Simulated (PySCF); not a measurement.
Q: Write Cartesian coordinates for MeOCOCH(CF3)2, `COC(=O)C(C(F)(F)F)C(F)(F)F` as optimised with PBE0-D3(BJ)/def2-SVP.

A: 
```xyz
17
C5H4F6O2 angstrom
C      2.522    0.437    0.756
O      1.118    0.267    0.613
C      0.690   -0.054   -0.599
O      1.388   -0.216   -1.559
C     -0.828   -0.196   -0.632
C     -1.533    1.091   -0.214
F     -2.812    1.066   -0.584
F     -0.954    2.128   -0.823
F     -1.488    1.306    1.093
C     -1.298   -1.426    0.138
F     -1.095   -1.324    1.444
F     -2.596   -1.640   -0.061
F     -0.632   -2.498   -0.297
H      3.053   -0.481    0.469
H      2.694    0.666    1.813
H      2.875    1.263    0.122
H     -1.089   -0.370   -1.685
```

Orientation and origin are arbitrary. Atoms count from 1 in this order. O2 (ester single-bonded oxygen) is bent (angle 116.2°). Of the pairs four or more bonds apart, F9···F11 is among the closest relative to their van der Waals radii: 2.68 Å, 91 % of the sum of Bondi's values. All 3 C–C bonds measure 1.525 to 1.526 Å. The C–O distances run from 1.198 Å (C3=O4, drawn double) to 1.422 Å (C1–O2, drawn single), a spread of 0.224 Å.

Bonds between heavy atoms (Å): C1–O2 1.422, O2–C3 1.325, C3=O4 1.198, C3–C5 1.525, C5–C6 1.526, C6–F7 1.331, C6–F8 1.335, C6–F9 1.325, C5–C10 1.526, C10–F11 1.326, C10–F12 1.331, C10–F13 1.335.

Computed with PBE0-D3(BJ)/def2-SVP geometry optimisation, gas phase (PySCF 2.14.0).

Point group: near Cs, missed by 0.25 Å at most; the miss may be what the optimiser left on a soft mode. No frequency check. The numbers are those of one conformer (C1–O2–C3–O4 1°, O2–C3–C5–C6 59°).

Rough CPU time on one thread of a shared machine: about 10 min. That covers the optimisation of the geometry.
